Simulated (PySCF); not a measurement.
## Calculated data, CH$_{3}$FSi$_{2}$

All values are calculated (PySCF 2.14.0). Calculation on a computer-drawn molecule: the log of a Hartree-Fock and frozen-core CCSD(T) single point meant for a local Hartree-Fock minimum, with one planted fault or none, to be diagnosed. Offsets are logged minus clean, where the clean run is the same molecule without the fault. The reference is restricted for singlets and unrestricted otherwise, and also for a bond in bohr or an excited solution. Adding or removing an electron swaps singlet and doublet. The excited solution moves the top pair (singlet) or top alpha electron (doublet) to the lowest empty orbital. Highest occupied and lowest empty are orbital energies over both spins, largest force is the largest gradient component, triples share is (T) over the correlation energy, the T1 limit is 0.02 restricted and 0.045 unrestricted, electrons count all cores, a negative frequency is imaginary (commonest isotopes), and the dipole is about the centre of nuclear charge.

CH$_{3}$FSi$_{2}$

Logged structure:
```xyz
7
CH3FSi2
C     -1.1987     0.8335    -2.0728
Si    -0.0590     1.3166    -0.9483
Si    -0.3887     3.3503     0.2063
F     -1.7714     3.6825    -0.5221
H     -2.0523     1.4374    -2.2540
H     -1.1438    -0.0586    -2.6447
H      1.1026     0.4861    -0.7082
```

```
meant charge                         : 0
meant multiplicity                   : 1
meant basis                          : cc-pV(D+d)Z
logged electrons                     : 46
logged basis functions               : 89
logged SCF converged                 : yes
logged spin squared                  : 0
logged highest occupied              : -8.6495 eV
logged lowest empty                  : 0.040394 eV
logged largest force                 : 0.021392 hartree/bohr
logged T1 diagnostic                 : 0.016985
logged D1 diagnostic                 : 0.050998
logged triples share                 : 0.031692
logged CC converged                  : yes
logged dipole magnitude              : 1.1833 debye
logged SCF stable within its kind    : yes
logged energy HF                     : -716.87179 hartree
logged energy CCSD(T)                : -717.42887 hartree
possible faults                      : no fault, one electron removed, one electron added, multiplicity raised by two, geometry at a saddle point, SCF held on an excited solution, minimal basis STO-3G, one bond length entered in bohr, all coordinates scaled
planted fault                        : all coordinates scaled, by -2.2 %
HF energy offset from clean run      : 2.302 kcal/mol
CCSD(T) energy offset from clean run : 4.695 kcal/mol
```

Drawn bonds:
| atom | other atom | order |
| --- | --- | --- |
| 1 | 2 | 2 |
| 2 | 3 | 1 |
| 3 | 4 | 1 |
| 1 | 5 | 1 |
| 1 | 6 | 1 |
| 2 | 7 | 1 |
